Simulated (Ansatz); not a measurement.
Mulliken charges of H₆NOSbSi, SMILES `[OH][SbH][NH][SiH3]` from ωB97M-V/def2-TZVPP in Ansatz (PBE0-D4/def2-TZVP geometry).

```json
{"atom": "O1", "x (Å)": "-1.819", "y (Å)": "0.538", "z (Å)": "1.378", "charge (e)": "-0.506"}
{"atom": "Sb2", "x (Å)": "-0.818", "y (Å)": "1.726", "z (Å)": "0.162", "charge (e)": "0.692"}
{"atom": "N3", "x (Å)": "0.827", "y (Å)": "0.601", "z (Å)": "-0.135", "charge (e)": "-0.528"}
{"atom": "Si4", "x (Å)": "0.888", "y (Å)": "-1.064", "z (Å)": "-0.592", "charge (e)": "0.270"}
{"atom": "H5", "x (Å)": "-1.719", "y (Å)": "0.807", "z (Å)": "2.295", "charge (e)": "0.163"}
{"atom": "H6", "x (Å)": "-1.637", "y (Å)": "1.022", "z (Å)": "-1.163", "charge (e)": "-0.070"}
{"atom": "H7", "x (Å)": "1.651", "y (Å)": "0.986", "z (Å)": "0.305", "charge (e)": "0.100"}
{"atom": "H8", "x (Å)": "-0.286", "y (Å)": "-1.324", "z (Å)": "-1.462", "charge (e)": "-0.030"}
{"atom": "H9", "x (Å)": "2.148", "y (Å)": "-1.330", "z (Å)": "-1.341", "charge (e)": "-0.043"}
{"atom": "H10", "x (Å)": "0.850", "y (Å)": "-2.013", "z (Å)": "0.555", "charge (e)": "-0.047"}
```

Task: By hand: the dipole of these point charges (1 e Å = 4.8032 D).

Result: Σ q r = (0.033, 0.668, -0.112) e Å, of length 0.678 e Å = 3.26 D.

Task: How does the dipole of the full density compare? (An estimate is asked.)

Result: Computed: (0.211, 0.474, 0.209) e Å, 2.69 D; the point charges give 1.21 times that, at 38° from its direction.

Point charges leave out the atoms' own dipoles, such as those of lone pairs, and Mulliken's split depends on the basis, so the two needn't agree.
